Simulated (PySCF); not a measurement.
Estimate the missing entries of this data sheet.

CF3CH2OPh, C8H7F3O.
Bonds: F1–C2, C2–F3, C2–F4, C2–C5, C5–O6, O6–C7, C7–C8 (aromatic), C8–C9 (aromatic), C9–C10 (aromatic), C10–C11 (aromatic), C11–C12 (aromatic), C7–C12 (aromatic). Hydrogens: H13, H14 on C5; H15 on C8; H16 on C9; H17 on C10; H18 on C11; H19 on C12.

Conformer (atom-mapped SMILES and torsion angles): `[F:1][C:2]([F:3])([F:4])[CH2:5][O:6][c:7]1[cH:8][cH:9][cH:10][cH:11][cH:12]1`: F1–C2–C5–O6 51°, C2–C5–O6–C7 82°, C5–O6–C7–C8 -174°.

```csv
property,level,value
point group of the GFN2-xTB geometry,GFN2-xTB,?
"rotational constants A, B, C of the GFN2-xTB geometry",GFN2-xTB,?
dipole moment,PBE0/pcSseg-1,1.84 D
HOMO energy,PBE0/pcSseg-1,?
LUMO energy,PBE0/pcSseg-1,?
13C chemical shifts (computed TMS as zero) by class,GIAO PBE0/pcSseg-1,"164.0 (C7), 135.0 (C9/C11), 133.6 (C2), 127.1 (C10), 119.4 (C8/C12), 66.9 (C5) ppm"
1H chemical shifts (computed TMS as zero) by class,GIAO PBE0/pcSseg-1,"7.63 (H16/H18), 7.28 (H17), 7.26 (H15/H19), 4.65 (H13/H14) ppm"
"isotropic shieldings of nuclei other than C and H, by class",GIAO PBE0/pcSseg-1,?
```

Gas-phase values; electronic properties from PySCF, density fitting. The structure is a single GFN2-xTB conformer in the gas phase; no vibrational or solvent corrections. NMR classes are plain means over equivalent atoms (diastereotopic ones count apart unless rotation or inversion swaps them), as if these changed places fast; in this geometry the members of some classes differ.

Q: Give the point group of the GFN2-xTB geometry.

A: C1.

Q: Give the HOMO energy.

A: -6.84 eV.

Q: What is the LUMO energy?

A: -0.38 eV.

Q: The isotropic shieldings of nuclei other than C and H, by class?

A: 232 (O6), 257 (F1/F3/F4) ppm.

Q: Give the rotational constants A, B, C of the GFN2-xTB geometry.

A: 2.260, 0.522, 0.481 GHz.

In atomic units the dipole is 0.72 e·bohr (1 au = 2.5417 D). The rotational constants make it an asymmetric top with κ = (2B − A − C)/(A − C) = -0.95, nearer the prolate limit (−1). A dipole of 1.84 D is allowed in C1, and pure rotational transitions are dipole-allowed. With B = h/(8π²I), that is 505.379 GHz u Å² over I, the principal moments of inertia are 223.7, 968.3 and 1050.3 u Å² (most abundant isotopes).

For the NMR shielding job (PBE0/pcSseg-1), hardware: one thread of an Arm Neoverse V2 (shared host). Cost: 44 s.
